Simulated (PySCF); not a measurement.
Exact mass, isotope pattern and composition

Species: AlCl2(OH), `[OH][Al]([Cl])[Cl]`.

All values are calculated from tables of isotopes.

(1) Molar mass and exact mass?

(2) What cluster does the molecular ion M+• show when like nominal masses merge?

(3) What is the composition by mass?

(4) Which m/z would the protonated, sodiated and deprotonated molecule have?

(5) Protons, neutrons, electrons, and exact less nominal mass of the monoisotopic species?

Results:

(1) For AlCl2HO, with standard atomic weights, 1 × 26.982 + 2 × 35.450 + 1 × 15.999 + 1 × 1.008 = 114.889 g/mol. From the most abundant isotopes (27Al, 35Cl, 16O, 1H), 1 × 26.981539 + 2 × 34.968853 + 1 × 15.994915 + 1 × 1.007825 = 113.9220 u.

(2) 
```csv
nominal mass,m/z (centroid),relative intensity
114,113.9214,100.0
116,115.9185,64.1
118,117.9156,10.3
```

Lines under 0.1 % of the tallest are left out. One electron mass, 0.00055 u, is taken off. Abundances used (%; other tables differ somewhat): 35Cl 75.78, 37Cl 24.22; 16O 99.757, 17O 0.038, 18O 0.205; 1H 99.9885, 2H 0.0115.

(3) Al 23.49 %, Cl 61.71 %, O 13.93 %, H 0.88 %.

(4) [M+H]+ 114.9293, [M+Na]+ 136.9112, [M−H]− 112.9147, for the monoisotopic species (arithmetic only; whether such ions form is another matter).

(5) 56 protons, 58 neutrons and 56 electrons; 113.9220 − 114 = -0.0780 u.
